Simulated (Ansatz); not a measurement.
Ansatz (a quantum-chemistry and plane-wave program) input:
A basis named .json is the Basis Set Exchange file of that set.

Ansatz 0.2 input:
```yaml
crystal:
  periodic: [false, false, false]
  atoms:
    - {symbol: Al, position_ang: [0.00000000, 0.00000000, 0.00000000]}
    - {symbol: O, position_ang: [0.00000000, 0.00000000, 1.64976943]}
    - {symbol: O, position_ang: [-0.00000000, -0.00000000, -1.64976943]}
basis:
  gaussian:
    orbitals: cc-pwCVTZ.json
magnetization: {spin_polarized: true, initial_magnetization: 1}
correlation: {method: ccsd_t, electrons: outside_noble_gas}
```

Task: Predict the final energy.

Result: -392.21012 Eh (CCSD(T)/cc-pwCVTZ). The basis has 145 functions.

It need not be the lowest isomer of its formula.

The program attaches cautions to this result: other roots.

The determinant is spin-contaminated: <S^2> is 1.15 against 0.75 for a pure state.
